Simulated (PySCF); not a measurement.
trans-(1R,2R)-1-chloro-2-fluorocyclopropane (C3H4ClF), SMILES F[C@@H]1C[C@H]1Cl. The structure is a stationary point at PBE-D3(BJ)/def2-SVP.

Computed equilibrium geometry at PBE-D3(BJ)/def2-SVP (PySCF confirms it by a frequency run) as bond lengths and angles:
Atoms: F1 C2 C3 C4 Cl5 H6 H7 H8 H9. Bond lengths (Å): F1–C2 1.367, C2–C3 1.504, C2–C4 1.498, C2–H6 1.104, C3–C4 1.515, C3–H7 1.101, C3–H8 1.101, C4–Cl5 1.770, C4–H9 1.101. Bond angles (°): F1–C2–C3 118.8, F1–C2–C4 118.2, F1–C2–H6 112.8, C3–C2–C4 60.6, C3–C2–H6 118.9, C4–C2–H6 118.3, C2–C3–C4 59.5, C2–C3–H7 117.7, C2–C3–H8 117.7, C4–C3–H7 116.3, C4–C3–H8 118.6, H7–C3–H8 115.6, C2–C4–C3 59.9, C2–C4–Cl5 120.3, C2–C4–H9 116.7, C3–C4–Cl5 120.6, C3–C4–H9 117.3, Cl5–C4–H9 112.6.
Charge 0, spin multiplicity 1.
